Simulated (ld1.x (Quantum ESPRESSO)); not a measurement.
**Transferability test, PAW potential for Cd (Z = 48)**

| Quantity | Value |
| --- | --- |
| Element | Cd |
| Generator | ld1.x (Quantum ESPRESSO) 7.5 |
| Type | PAW |
| Functional | PBE |
| Relativity | fully relativistic |
| Frozen core | [Kr] |
| Valence charge | 12 |
| Reference configuration | 4d10 5s1.75 5p0 (charge +0.25) |
| Partial waves | 5s (bound): rcut 2.05, rcutus 2.45 bohr; 5s channel at 3.5 Ry: rcut 2.05, rcutus 2.45 bohr; 5p (bound, empty): rcut 2.25, rcutus 2.70 bohr; 5p channel at 0.9 Ry: rcut 2.25, rcutus 2.70 bohr; 4d (bound): rcut 0.95, rcutus 1.10 bohr; 4d channel at 3.17 Ry: rcut 0.95, rcutus 1.10 bohr |
| Local potential | all-electron potential smoothed inside 1.35 bohr (lloc = -1) |
| Core correction | Bessel-smoothed model core inside 0.80 bohr |
| Augmentation charge | PSQ, inside the norm-conserving radii |

Open shells are filled in proportion to 2j + 1 (rel_dist='average').

Energies are relative to the spin-unpolarised reference configuration 4d10 5s1.75 5p0; without spin polarisation the order of configurations can differ from experiment.

Task: Give the all-electron excitation energy and the error of the potential for: 4d10 5s2 5p0; 4d10 5s1 5p0; 4d10 5s0 5p0; 4d9 5s2 5p1; 4d10 5s1 5p1; 4d10 5s1.5 5p0; 4d10 5s0 5p2.

Result:

```tsv
valence configuration	charge	ΔE all-electron (eV)	error AE − PS (meV)
4d10 5s2 5p0	0	-1.632	-0.1
4d10 5s1 5p0	+1	7.641	-0.7
4d10 5s0 5p0	+2	24.768	-5.0
4d9 5s2 5p1	0	11.005	-69
4d10 5s1 5p1	0	3.027	-0.2
4d10 5s1.5 5p0	+0.5	2.079	-0.1
4d10 5s0 5p2	0	8.023	-1.5
```

The ghost test of this file was not conclusive.
